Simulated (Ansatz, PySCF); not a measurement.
Complex: CH4O (SMILES CO) (first 6 atoms) with GeH4 (SMILES [GeH4]); geometry from B3LYP-D3(BJ)/def2-TZVP.
(charge 0, multiplicity 1):
```json
[
 {"atom": "C", "x (Å)": "0.3585", "y (Å)": "0.1630", "z (Å)": "-0.0492"},
 {"atom": "O", "x (Å)": "0.3032", "y (Å)": "-1.0143", "z (Å)": "0.7466"},
 {"atom": "H", "x (Å)": "0.2373", "y (Å)": "-0.0577", "z (Å)": "-1.1147"},
 {"atom": "H", "x (Å)": "1.3442", "y (Å)": "0.5990", "z (Å)": "0.1044"},
 {"atom": "H", "x (Å)": "-0.3957", "y (Å)": "0.8976", "z (Å)": "0.2523"},
 {"atom": "H", "x (Å)": "-0.5602", "y (Å)": "-1.4244", "z (Å)": "0.6342"},
 {"atom": "Ge", "x (Å)": "-0.0941", "y (Å)": "0.0772", "z (Å)": "3.7230"},
 {"atom": "H", "x (Å)": "0.1008", "y (Å)": "-1.4393", "z (Å)": "3.8330"},
 {"atom": "H", "x (Å)": "-1.3290", "y (Å)": "0.3925", "z (Å)": "2.8639"},
 {"atom": "H", "x (Å)": "1.1478", "y (Å)": "0.7440", "z (Å)": "3.1200"},
 {"atom": "H", "x (Å)": "-0.3333", "y (Å)": "0.6533", "z (Å)": "5.1329"}
]
```

Basis-set superposition error: the interaction energy with monomers in their own basis, and in the dimer's basis (counterpoise).

Codes used: Ansatz (Gaussian orbitals); PySCF for 6-31G* rows, M06-2X. Values without a source in brackets are computed.

```tsv
level	uncorrected (kJ/mol)	counterpoise (kJ/mol)	difference
revPBE/def2-TZVPPD	3.2	3.6	0.5
B97M-V/def2-TZVPPD	-10.2	-9.7	0.5
B3LYP/def2-TZVPPD	-0.6	0.0	0.5
BHLYP/def2-TZVPPD	-3.3	-2.7	0.5
M06-2X/def2-TZVPPD	-11.8	-11.1	0.7
wB97X-V/def2-TZVPPD	-9.4	-8.9	0.5
wB97M-V/def2-TZVPPD	-10.0	-9.3	0.6
B2PLYP/def2-TZVPPD	-4.5	-3.5	1.0
MP2/6-31G*	-11.7	-1.3	10.4
CCSD(T)/aug-cc-pVDZ	-11.6	-7.3	4.3
```

The error is largest for MP2/6-31G* (10.4 kJ/mol) and smallest for revPBE/def2-TZVPPD (0.5 kJ/mol).

Ansatz is a quantum-chemistry and plane-wave program.
